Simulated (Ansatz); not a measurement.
`CB(F)CI` + H₂Se → `CB(F)[SeH]` + `CI` at 298.15 K and 1 bar (ligand exchange at a B–C bond).

Isolated molecules relaxed with PBE0-D4/def2-TZVP in Ansatz; ΔE leaves out vibrations. CCSD(T)/CBS adds triple-zeta CCSD(T) − MP2 to the extrapolated MP2 energy (def2 sets, frozen cores). Elements past krypton have def2 core potentials. For I, Se outer-core shells are correlated without core-valence functions, which leaves a few kJ/mol of doubt a bond. Scalar relativity is left out up to krypton. One conformer a species, not always the lowest.

```
     species  CCSD(T)/CBS energy (Eh)  H − E (kJ/mol)  S (J/(mol·K))
   `CB(F)CI`               -501.22393           206.5          358.0
        H₂Se              -2401.89790            45.8          219.1
`CB(F)[SeH]`              -2565.84504           153.6          325.7
        `CI`               -337.29646           107.0          253.5
```

H − E and S are ideal-gas, rigid-rotor, harmonic terms from PBE0-D4/def2-TZVP, for one conformer and one mirror image of each species. 1 Eh = 2625.50 kJ/mol, R = 8.31446 J/(mol·K).

Task: By hand: ΔE, ΔH, ΔS and ΔG.

Result: ΔE = (-2565.84504) + (-337.29646) − (-501.22393) − (-2401.89790) = -0.01967 Eh = -51.6 kJ/mol. Δ(H − E) = 153.6 + 107.0 − 206.5 − 45.8 = 8.3, so ΔH = -43.3 kJ/mol. ΔS = 325.7 + 253.5 − 358.0 − 219.1 = 2.1 J/(mol·K). ΔG = -43.3 − 298.15 × (2.1)/1000 = -43.9 kJ/mol.

Task: By hand: the equilibrium constant, and the temperature at which ΔG would vanish if ΔH and ΔS stayed fixed.

Result: log₁₀ K = −ΔG/(RT ln 10) = 7.7. ΔH and −TΔS have one sign here, so there is no such temperature. One of them is within its doubt of zero, so this could turn.

The number of gas molecules stays the same, so ΔS is small and ΔH decides. A doubt of 5 kJ/mol in ΔE shifts log₁₀ K by 0.9 here. Other conformers and mirror images would add mixing entropy, several J/(mol·K) or more a flexible species. Modes under 60 cm⁻¹, often nearly free rotors, make the harmonic entropy too high. These are equilibria of isolated gas molecules and say nothing of rates. Largest T1 diagnostic: 0.011 (customary marks: 0.02 for closed shells, 0.045 for open ones).
